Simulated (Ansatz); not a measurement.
Input file for C2H9NSi2, SMILES `N[SiH2]/C=C/[SiH3]`:

```yaml
crystal:
  periodic: [false, false, false]
  atoms:
    - {symbol: N, position_ang: [-1.764740, -1.079736, 1.615392]}
    - {symbol: Si, position_ang: [-0.058349, -1.209605, 1.551622]}
    - {symbol: C, position_ang: [0.746489, -0.221378, 0.183844]}
    - {symbol: C, position_ang: [0.057314, 0.527565, -0.683672]}
    - {symbol: Si, position_ang: [0.839135, 1.517964, -2.051459]}
    - {symbol: H, position_ang: [-2.223913, -0.274363, 2.004579]}
    - {symbol: H, position_ang: [-2.361659, -1.585588, 0.983961]}
    - {symbol: H, position_ang: [0.291614, -2.642901, 1.356513]}
    - {symbol: H, position_ang: [0.493782, -0.737882, 2.850681]}
    - {symbol: H, position_ang: [1.834165, -0.257568, 0.088178]}
    - {symbol: H, position_ang: [-1.029432, 0.555476, -0.577536]}
    - {symbol: H, position_ang: [2.313851, 1.334843, -2.003665]}
    - {symbol: H, position_ang: [0.517690, 2.964954, -1.908894]}
    - {symbol: H, position_ang: [0.331154, 1.079020, -3.380644]}
basis:
  gaussian: {orbitals: def2-TZVPP}
correlation: {method: ccsd_t}
output: {orbitals: {seedname: orbitals}}
```

```sh
$ ansatz run in.yaml --threads 4 --pin off --events-out ev --progress --plain --max-ram 10444MiB
```

Log, shortened:

```
Functional definition: HF
1741 factors; integrals over basis functions are off by at most 1.1e-3 eV
mean field evaluation 1: about -19406.9584 eV, gradient 4.2e1 eV
mean field evaluation 2: about -19407.2306 eV, gradient 4.2e1 eV
mean field evaluation 4: about -19411.9126 eV, gradient 4.2e0 eV
mean field evaluation 8: about -19411.9862 eV, gradient 2.4e-1 eV
mean field evaluation 16: about -19411.9865 eV, gradient 2.5e-6 eV
mean field -19411.98648371 eV, -713.3773453595 hartree, gradient 2.5e-6 eV, S^2 0.000000; 0 other end points of the search recorded, 0 dependent functions left out
13 core orbitals not correlated: weight in the atoms' cores, before any rotation towards them, 1.000 or more for the frozen orbitals, at most 0.000 for the correlated occupied ones
reference -19411.98648371 eV, -713.3773453595 hartree; 15, 15 occupied and 275, 275 virtual orbitals, 1741 factors
second order -21.45711259 eV of doubles, -0.00000000 eV of singles
cycle   1  -22.39382959 eV  change   -9.4e-1 eV  update   1.0e-1
cycle   2  -23.03308525 eV  change   -6.4e-1 eV  update   3.2e-2
cycle   3  -23.13190153 eV  change   -9.9e-2 eV  update   1.4e-2
cycle   4  -23.12411408 eV  change    7.8e-3 eV  update   3.8e-3
cycle   5  -23.12466559 eV  change   -5.5e-4 eV  update   1.5e-3
cycle   6  -23.12472108 eV  change   -5.5e-5 eV  update   3.6e-4
cycle   7  -23.12460477 eV  change    1.2e-4 eV  update   1.2e-4
cycle   8  -23.12461786 eV  change   -1.3e-5 eV  update   4.4e-5
cycle   9  -23.12462547 eV  change   -7.6e-6 eV  update   1.7e-5
perturbative correction -0.94222914 eV, -0.0346262822 hartree
Total energy: -19436.05333833 eV, -714.2617859533 hartree
```

Hardware: 4 threads of an Arm Neoverse V2 on a shared host. Wall time 14 min, peak host memory 3.7 GiB.

MP2 recovers 89.2 % of the CCSD(T) correlation energy and the triples give 3.9 %; T1 = 0.0114.
